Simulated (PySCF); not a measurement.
**How methods differ on the excitation energy of Pr⁺**

Pr⁺ [Xe] 4f3 6s1 (high-spin determinant) → Pr⁺ [Xe] 4f4 (high-spin determinant), as a difference of total energies. All numbers are calculated (PySCF 2.14, the spin-free X2C one-electron Hamiltonian (Gaussian nucleus), in cc-pVTZ-X2C). Correlated levels: valence: [Kr] 4d10 frozen; valence and next inner shell: [Ar] 3d10 frozen. The calculations carry no spin-orbit coupling.

```
                                method  excitation energy (cm⁻¹)
                                   UHF                     49327
                                   LDA                     21827
                                   PBE                     22461
                                  PBE0                     27982
                                r2SCAN                     24681
                         MP2 (valence)                     34433
                     SCS-MP2 (valence)                     40008
    MP2 (valence and next inner shell)                     31084
SCS-MP2 (valence and next inner shell)                     37078
```

A first-order spin-orbit estimate (lowest level to lowest level, LS coupling) adds 0.043 eV.

The determinant of the upper state and of the lower state mixes LS terms, which raises its energy above the lowest term, most at the Hartree-Fock and MP2 levels.
